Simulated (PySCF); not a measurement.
## Electron correlation in Ta (tantalum, neutral)

[Xe] 4f14 5d5, high-spin 6S determinant (an excited configuration). All numbers are calculated (PySCF 2.14, scalar relativity through the core potential, in def2-QZVPPD with the def2 core potential (60 electrons) (7s6p4d3f2g, 84 functions)). Frozen: nothing; 13 electrons correlated.

MP2 pair energies summed by pair of shells (mhartree):

| pair | energy | share (%) |
| --- | --- | --- |
| 5p-5d | -121.04 | 38.2 |
| 5p-5p | -87.71 | 27.7 |
| 5d-5d | -59.92 | 18.9 |
| 5s-5p | -29.85 | 9.4 |
| 5s-5d | -13.30 | 4.2 |
| 5s-5s | -5.24 | 1.7 |

Total MP2 correlation energy: -317.06 mhartree.

Same-spin part -126.57 and opposite-spin part -190.49 mhartree; SCS-MP2 scales them by 1/3 and 6/5 to -270.78 mhartree.

The basis has no tight functions for the innermost shells, so their pair energies are far from complete.

This basis was not built for core-valence correlation, so the inner-shell part is incomplete.
